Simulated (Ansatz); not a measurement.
`C=C[O][Ti]([Cl])([Cl])[Cl]` and `[Cl][Ti]([Cl])([Cl])[Br]` differ in one atom or group.

Ansatz, PBE0-D4/def2-TZVP geometries, multiplicity 1. Each molecule was computed in one conformer, which needn't be the lowest.

Scalar relativity is left out up to krypton.

```csv
property,`C=C[O][Ti]([Cl])([Cl])[Cl]`
size of the dipole moment (B3LYP/def2-TZVPP) / D,2.85
HOMO–LUMO gap (ωB97M-V/def2-TZVPP) / eV,8.99
LUMO energy (ωB97M-V/def2-TZVPP) / eV,-1.05
LUMO energy (PBE0/def2-TZVPP) / eV,-3.13
size of the dipole moment (ωB97M-V/def2-TZVPP) / D,2.69
HOMO–LUMO gap (PBE0/def2-TZVPP) / eV,4.73
```

**Question.** Give the same properties after the change, and the shifts. (An estimate is asked.)

**Answer.** Computed: 
```tsv
property	`[Cl][Ti]([Cl])([Cl])[Br]`	shift
size of the dipole moment (B3LYP/def2-TZVPP) / D	0.16	-2.69
HOMO–LUMO gap (ωB97M-V/def2-TZVPP) / eV	9.67	0.68
LUMO energy (ωB97M-V/def2-TZVPP) / eV	-1.63	-0.58
LUMO energy (PBE0/def2-TZVPP) / eV	-3.73	-0.60
size of the dipole moment (ωB97M-V/def2-TZVPP) / D	0.06	-2.63
HOMO–LUMO gap (PBE0/def2-TZVPP) / eV	5.44	0.71
```

With PBE0 the HOMO falls by 1.30 eV and the LUMO falls by 0.60 eV, so the gap widens by about 0.70 eV. PBE moves the HOMO by -1.12 eV and ωB97M-V by -1.26 eV. Dipoles are sizes alone; their direction can turn.

B3LYP here is the variant with VWN-RPA as its local correlation; programs differ in this.

Spin–orbit coupling is left out; it splits and shifts lone-pair levels of the heavy atoms by tenths of an eV.
